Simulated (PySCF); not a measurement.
An equivalent PySCF input for Mn²⁺ (manganese, charge +2), [Ar] 3d5, high-spin 6S determinant, with the spin-free X2C one-electron Hamiltonian (Gaussian nucleus):

```python
from pyscf import gto, scf, dft, mp, cc
import basis_set_exchange as bse
mol = gto.M(atom="Mn 0 0 0", charge=2, spin=5, symmetry="D2h",
            basis=gto.basis.parse(bse.get_basis("x2c-TZVPPall", elements=["Mn"], fmt="nwchem")),
            nucmod="G")
mf = dft.UKS(mol, xc="WB97X").sfx2c1e()
mf.irrep_nelec = {'Ag': (5, 3), 'B1g': (1, 0), 'B2g': (1, 0), 'B3g': (1, 0), 'B1u': (2, 2), 'B2u': (2, 2), 'B3u': (2, 2)}
mf.kernel()
```

It reaches the same state as the run whose output follows, with an energy that differs only through the grid. The run itself started from symmetry-adapted Hartree-Fock orbitals and held the occupation by maximum overlap, on a logarithmic radial grid, so the iterations belong to that start.

```
SCF conv_tol = 1e-09
number electrons alpha = 14  beta = 9
XC functionals = WB97X
    J.-D. Chai and M. Head-Gordon.,  J. Chem. Phys. 128, 084106 (2008)
cycle= 1 E= -1157.69910668866  delta_E= -0.00337  |g|= 0.0131  |ddm|= 0.0609
cycle= 2 E= -1157.69916687051  delta_E= -6.02e-05  |g|= 0.00324  |ddm|= 0.00992
cycle= 3 E= -1157.69917015291  delta_E= -3.28e-06  |g|= 0.00246  |ddm|= 0.0024
cycle= 4 E= -1157.69917120501  delta_E= -1.05e-06  |g|= 9.65e-05  |ddm|= 0.00108
cycle= 5 E= -1157.69917120896  delta_E= -3.94e-09  |g|= 1.32e-05  |ddm|= 7.42e-05
cycle= 6 E= -1157.69917120902  delta_E= -6.41e-11  |g|= 6.2e-07  |ddm|= 9.95e-06
converged SCF energy = -1157.69917120902  <S^2> = 8.7504716  2S+1 = 6.0001572
```
